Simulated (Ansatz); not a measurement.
Harmonic frequencies (cm⁻¹) at PBE0-D4/def2-TZVP from Ansatz: 504, 522, 606, 730, 798, 878, 924, 973, 995, 1112, 1215, 1445, 1472, 2189, 3156, 3160, 3239, 3256.

(1) Which molecule is it?
A. `[Cl][AlH][O]P[SeH]`
B. `C1C[AsH]1`
C. `N=C=C[O][AlH2]`
D. `SC1BO1`

Results:

(1) B.
